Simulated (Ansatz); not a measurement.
Ansatz (a program for electronic structure) input:

Ansatz 0.2 input:
```yaml
crystal:
  periodic: [false, false, false]
  atoms:
    - {symbol: B, position_ang: [-0.00000000, -0.00000000, -1.53551455]}
    - {symbol: Br, position_ang: [0.00000000, 0.00000000, 0.21935922]}
basis:
  gaussian:
    orbitals: def2-TZVP
hamiltonian:
  xc: b3lyp
  dispersion: d3bj
total_charge: 1
magnetization: {spin_polarized: true, initial_magnetization: 1}
phonons: {temperatures: {t_min: 298.15, t_max: 298.15, t_step: 100}}
```

Q: What final total energy does it print?

A: -2598.61724 Eh (B3LYP-D3(BJ)/def2-TZVP). The basis has 79 functions.
